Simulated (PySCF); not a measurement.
Molfile (atoms numbered from 1):
```
C5H8SSi
     RDKit          3D

 15 15  0  0  0  0  0  0  0  0999 V2000
   -2.1341    0.5400    0.4995 Si  0  0  0  0  0  4  0  0  0  0  0  0
   -1.0562   -0.1528   -0.8972 C   0  0  0  0  0  0  0  0  0  0  0  0
    0.3409   -0.4336   -0.4364 C   0  0  0  0  0  0  0  0  0  0  0  0
    1.3400    0.5753   -0.2522 C   0  0  0  0  0  0  0  0  0  0  0  0
    2.5259    0.0772    0.2156 C   0  0  0  0  0  0  0  0  0  0  0  0
    2.4488   -1.6210    0.4473 S   0  0  0  0  0  0  0  0  0  0  0  0
    0.8180   -1.6751   -0.0877 C   0  0  0  0  0  0  0  0  0  0  0  0
   -3.5176    0.8173   -0.0002 H   0  0  0  0  0  0  0  0  0  0  0  0
   -2.2108   -0.4462    1.6190 H   0  0  0  0  0  0  0  0  0  0  0  0
   -1.5473    1.8144    1.0150 H   0  0  0  0  0  0  0  0  0  0  0  0
   -1.5348   -1.0680   -1.2796 H   0  0  0  0  0  0  0  0  0  0  0  0
   -1.0554    0.5741   -1.7262 H   0  0  0  0  0  0  0  0  0  0  0  0
    1.1766    1.6334   -0.4649 H   0  0  0  0  0  0  0  0  0  0  0  0
    3.4436    0.6213    0.4344 H   0  0  0  0  0  0  0  0  0  0  0  0
    0.2845   -2.6244   -0.1221 H   0  0  0  0  0  0  0  0  0  0  0  0
  1  2  1  0
  2  3  1  0
  3  4  1  0
  4  5  2  0
  5  6  1  0
  6  7  1  0
  7  3  2  0
  1  8  1  0
  1  9  1  0
  1 10  1  0
  2 11  1  0
  2 12  1  0
  4 13  1  0
  5 14  1  0
  7 15  1  0
M  END
```

Geometry: PBE0-D3(BJ)/def2-SVP; GIAO shifts from PySCF, gas phase, non-relativistic, averaged over equivalent atoms.

At PBE0/pcSseg-1 (173 basis functions, 22 s wall time on 1 thread of an x86-64 server CPU, shared host):
```
    atoms  δ (ppm)
      Si1    -59.4
       C3    143.1
       C5    133.9
       C4    132.7
       C7    126.6
       C2     13.6
       S6    216.0
      H14     7.10
      H13     6.95
      H15     6.69
H8/H9/H10     3.95
  H11/H12     2.27
```

References, each an isolated molecule treated in the same way: 29Si (351.99 ppm) and 13C (184.41 ppm) and 1H (31.27 ppm) against TMS; 33S (495.66 ppm) vs CS2.

Predict the values at wB97X-D/pcSseg-1 on the same geometry.

## Answers


```csv
atoms,δ at wB97X-D/pcSseg-1,change
Si1,-57.7,+1.7
C3,144.7,+1.6
C5,136.5,+2.6
C4,133.8,+1.1
C7,128.9,+2.3
C2,12.7,-0.9
S6,216.3,+0.3
H14,7.15,+0.05
H13,6.94,-0.01
H15,6.74,+0.05
H8/H9/H10,3.92,-0.03
H11/H12,2.15,-0.12
```

Scale: 29Si (352.93 ppm), 13C (184.54 ppm), 1H (31.38 ppm) against TMS; 33S (493.71 ppm) vs CS2 (reference shieldings calculated alike).

The largest change is at C5 (aromatic CH next to the ring sulfur). Cost: 173 basis functions, 26 s wall time on 1 thread of an x86-64 server CPU, shared host. The order of the carbon signals is the same at both levels.
